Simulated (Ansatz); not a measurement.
Nb(O)(Cl)3 cation (Cl₃NbO), SMILES [Nb]([Cl])([Cl])([Cl])=[O] (connectivity only; charge and spin as stated), charge +1, multiplicity 2. Atoms are numbered in the order given.

```xyz
5

Nb     0.0000    -0.0264    -0.1064
O      0.0000     0.1176    -1.9032
Cl     1.8452    -1.1366     0.4925
Cl     0.0000     2.1820     0.3727
Cl    -1.8452    -1.1366     0.4925
```
Charge +1, spin multiplicity 2.

Coordinates come from a B3LYP-D3(BJ)/def2-SVP optimisation. The multiplicity is an assumed one; no other spin state was optimised. The isomer is the one that the SMILES or the coordinates give; other isomers of the formula were not compared. The def2 effective core potentials stand for the cores of Nb; spin–orbit coupling is left out.

Two levels are set side by side: PBE-D3(BJ)/def2-SVP (Ansatz, a quantum-chemistry and plane-wave program) and B3LYP-D3(BJ)/def2-SVP (Ansatz). Each level has its own optimised geometry; the coordinates shown are those of the second. Differences are taken from unrounded values.

```tsv
quantity	B3LYP-D3(BJ)
mean bond length (Å)	2.133
bond Nb1–O2 (Å)	1.803
bond Nb1–Cl3 (Å)	2.235
bond Nb1–Cl4 (Å)	2.260
bond Nb1–Cl5 (Å)	2.235
```

Task: What does PBE-D3(BJ) give, and how far is it from B3LYP-D3(BJ)? (The exact figures need the calculation; the answer reports its results.)

Result: 
| quantity | PBE-D3(BJ) | PBE-D3(BJ) minus B3LYP-D3(BJ) |
|---|---|---|
| mean bond length (Å) | 2.150 | 0.017 |
| bond Nb1–O2 (Å) | 1.720 | -0.082 |
| bond Nb1–Cl3 (Å) | 2.288 | 0.053 |
| bond Nb1–Cl4 (Å) | 2.306 | 0.046 |
| bond Nb1–Cl5 (Å) | 2.288 | 0.053 |

Exact exchange shortens and stiffens bonds; PBE has none. Differences between two approximate levels are no errors against the true value.
